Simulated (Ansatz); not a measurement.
Reaction (ligand exchange at the Si–C bond): `C[SiH2]C=O` + silanol → `O=C[SiH2]O[SiH3]` + CH₄

Isolated molecules relaxed with PBE0-D4/def2-TZVP in Ansatz; ΔE leaves out vibrations. CBS: MP2 limit from def2 TZ/QZ plus the TZ coupled-cluster correction, frozen cores. This one scheme is used for every species. DFT in def2-TZVPP. One conformer a species, not always the lowest.

| level | ΔE (kJ/mol) |
| --- | --- |
| B2PLYP | -118.1 |
| CCSD/CBS(def2) | -118.6 |

(1) What does CCSD(T)/CBS give? (An estimate is asked.)

Largest T1 diagnostic among the species: 0.014.

Results:

(1) Computed: -117.0 kJ/mol. The listed levels differ from it by -1.1, -1.6 kJ/mol.

In def2-TZVPP, CCSD(T) changes the Hartree–Fock value by +14.7 kJ/mol (the triples alone add +1.7 kJ/mol) and MP2 by +13.0 kJ/mol. From PBE to PBE0 (25 % exact exchange), in def2-TZVPP and without D4, ΔE moves by −5.3 kJ/mol. The D4 term adds −6.2 kJ/mol with B3LYP and −3.5 kJ/mol with PBE0; it sums over pairs of atoms, weighted by their polarisabilities, and B3LYP, whose exchange is more repulsive, gets the larger term.

B3LYP here is the variant with VWN-RPA as its local correlation; programs differ in this.
